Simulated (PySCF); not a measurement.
C3H9BN2, SMILES C=CCB(N)N. Geometry optimised at PBE-D3(BJ)/def2-SVP. This is a generated structure with no PubChem entry under its InChIKey; it may be hypothetical. The values are those of a single conformer.

Computed equilibrium geometry at PBE-D3(BJ)/def2-SVP (PySCF confirms it by a frequency run) as a Z-matrix (one conformer of several):
```
C
H 1 1.1122
H 1 1.1132 2 106.75
C 1 1.4967 2 110.48 3 119.82
C 4 1.3481 1 126.09 2 -136.99
H 5 1.1013 4 121.67 1 -176.99
H 5 1.1037 6 117.06 4 179.05
H 4 1.1068 5 117.99 6 -0.91
B 1 1.6125 2 109.06 3 -115.74
N 9 1.4192 1 118.13 2 -153.46
H 10 1.0182 9 125.28 1 -177.27
H 10 1.0201 11 114.47 9 -179.96
N 9 1.4239 10 122.47 11 1.52
H 13 1.0173 9 122.30 10 -179.72
H 13 1.0189 14 113.39 9 -178.06
```
